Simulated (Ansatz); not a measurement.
Z-matrix (Å, degrees):
```
C
Si 1 1.876
H 1 1.094 2 111.1
H 1 1.092 2 111.2 3 120.8
H 1 1.094 2 110.3 3 -119.2
Al 2 2.469 1 117.8 3 -168.3
N 2 1.764 1 109.5 3 -58.1
H 2 1.498 1 106.3 3 59.6
H 6 1.593 2 119.1 1 21.8
H 6 1.592 2 121.2 1 -150.7
Si 7 1.701 2 120.5 1 -132.4
H 7 1.011 2 120.1 1 55.2
H 11 1.486 7 116.9 2 -94.7
H 11 1.486 7 114.0 2 136.6
H 11 1.527 7 106.1 2 21.0
```

Total charge 0; spin multiplicity 1.

Task: List the B3LYP/def2-TZVPP orbital energies in eV (the Gaussian-basis code of Ansatz). (Estimate.)

Result: Computed: Occupied: -1799.87, -1798.67, -1523.92, -389.22, -276.27, -144.33, -143.17, -111.91, -99.70, -99.63, -99.61, -98.52, -98.47, -98.45, -72.65, -72.46, -72.44, -23.24, -18.98, -15.54, -14.32, -12.27, -11.51, -11.22, -11.03, -10.39, -10.16, -9.42, -9.05, -7.94, -7.38, -6.80. Lowest empty: -1.42, -0.15, 0.02, 0.48, 1.00, 1.22, 1.42, 1.49.

B3LYP here is the variant with VWN-RPA as its local correlation; programs differ in this.
